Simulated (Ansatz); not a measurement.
A structure relaxed at PBE-D4/def2-SVP in Ansatz, charge 0, singlet:

```xyz
10

Si    0.216    0.299   -1.629
Si   -1.757   -0.847   -0.217
Si   -1.446    1.509   -0.007
Si    0.009   -2.021   -1.538
Ge   -1.277   -1.905    2.009
Ge    1.351    1.514    0.677
Ge    2.485   -0.409   -0.803
Ge   -0.636    0.564    2.076
Ge    0.923   -1.452    0.810
Ge    0.130    2.746   -1.378
```

**Question.** Give its formula.

**Answer.** the cluster Si4Ge6 (the lowest singlet isomer of a short search).

**Question.** Summarise the bond lengths by kind (pairs closer than 1.2 times the sum of covalent radii, bridged metal pairs left out).

**Answer.** 7 × Ge–Ge 2.48 to 2.85 Å; 6 × Ge–Si 2.43 to 2.58 Å; 4 × Si–Si 2.33 to 2.62 Å.

The structure comes from a short search, and lower isomers may exist.
